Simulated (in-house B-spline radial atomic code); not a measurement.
A calculation on Lu VII (Lu6+) (an excited or competing configuration): its settings, and results tabulated from the run. Level of theory: Dirac-Hartree-Fock, average of the jj configuration, Fermi nucleus of rms radius 5.37 fm; calculated with an all-electron radial atomic-structure program (B-spline basis).

In the input, a minus or plus after the letter marks the j = l - 1/2 or j = l + 1/2 subshell.

Command:
```bash
python run_scf.py task.json out
```
Settings (nuclear radius in fm, mass in u):
```
Z                71
configuration    1s2 2s2 2p6 3s2 3p6 3d10 4s2 4p6 4d-3 4d+6 4f-5 4f+8 5s2 5p+4 9s1
hamiltonian      dirac
method           hf
spin_polarised   False
nucleus          fermi
rms_radius       5.37
atomic_mass      174.94078
speed_of_light   137.035999084
```

Output (hartree, bohr):
```
 radial grid: 79 intervals, B-splines of order 8, outer radius 55.0746 bohr

 iter        energy (Eh)    residual
    1      -14507.493651    1.03e+00
    2      -14527.142518    1.23e+00
    3      -14550.935259    2.62e-01
    4      -14551.790198    9.49e-02
    5      -14551.859391    1.12e-02
    6      -14551.861325    7.65e-03
    7      -14551.862158    5.47e-04
    8      -14551.862172    3.65e-04
    9      -14551.862174    1.36e-05
   10      -14551.862174    5.46e-07

 total energy                    -14551.86217
 kinetic                           16213.3350
 electron-nucleus                 -35930.0013
 electron-electron                  5164.8041

 first-order corrections (not in the total)
   Gaunt                            16.5993
   retardation                      -1.7556
   frequency dependence             -0.2704
   self-energy                      11.9628
   Uehling                          -2.1448
   Wichmann-Kroll                    0.0800
   recoil                            0.0286

 orbital      occ     eigenvalue          <r>       <r^2>       <1/r>     <1/r^2>       r_max    small
 1s1/2      2.000     -2345.7411     0.019319 0.000512085     82.1807     15942.8     0.01213  7.11e-02
 2s1/2      2.000      -407.7518    0.0811736  0.00785009     19.9007     2122.12     0.06943  1.60e-02
 2p1/2      2.000      -388.4723    0.0674782  0.00565381     19.8261      668.65     0.05199  1.60e-02
 2p3/2      4.000      -347.3510    0.0750473   0.0068574     16.9506     392.105     0.05848  1.46e-02
 3s1/2      2.000       -97.8303     0.211521   0.0512914     7.31528     473.027      0.1955  5.25e-03
 3p1/2      2.000       -89.3124     0.201723   0.0474008     7.21603     151.094      0.1838  5.18e-03
 3p3/2      4.000       -80.4248     0.215714   0.0540128     6.48182     90.1194       0.197  4.78e-03
 3d3/2      4.000       -66.1622     0.189964   0.0424306     6.34791     50.4664      0.1553  4.63e-03
 3d5/2      6.000       -64.3127     0.194135   0.0441723     6.17526     47.1513      0.1589  4.52e-03
 4s1/2      2.000       -23.8564     0.476664    0.256406     3.04615     114.134      0.4461  1.68e-03
 4p1/2      2.000       -20.1883     0.485053    0.267689      2.9277     35.5791       0.448  1.59e-03
 4p3/2      4.000       -18.3210     0.513992     0.30031     2.69619     21.6579      0.4748  1.46e-03
 4d3/2      3.000       -12.4577     0.535249    0.331676     2.48159     11.1839      0.4752  1.28e-03
 4d5/2      6.000       -12.1816       0.5467    0.345906     2.41592     10.3688      0.4842  1.23e-03
 4f5/2      5.000        -4.8513     0.627539    0.482615     1.98531     4.99255      0.4599  8.72e-04
 4f7/2      8.000        -4.9070     0.633288    0.490803     1.96415     4.87586      0.4651  8.57e-04
 5s1/2      2.000        -6.1841       1.1059     1.36453     1.20713      21.143       1.016  3.88e-04
 5p3/2      4.000        -4.7200      1.25805       1.769     1.03544     3.86255       1.147  3.06e-04
 9s1/2      1.000        -0.6171      8.54928     81.2519    0.160267    0.663427       9.359  2.23e-05
```

Run time, properties included: 1.7 s on 1 thread of Arm Neoverse V1 (shared host).

For the Dirac Hamiltonian the kinetic term is c α·p + (β - 1)c².
